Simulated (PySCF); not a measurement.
Vertical excitations of a molecule C7H8O from TDA-LC-ωPBE/def2-SVPD in PySCF, as energy in eV (oscillator strength): 5.25 (0.038), 6.23 (0.083), 6.64 (0.000), 7.30 (0.000), 7.58 (1.148), 7.60 (0.654). Lowest triplet (TDA): 3.79 eV. The structure is a stationary point at B3LYP-D3(BJ)/def2-SVP. One conformer was computed; it need not be the lowest.

**Question.** Which structure fits?
A. C#CC(=C)C(=C)OC
B. C=Cc1ccoc1C
C. Cc1ccc(O)cc1
D. C#CC(=C)/C=C/OC

**Answer.** C, Cc1ccc(O)cc1
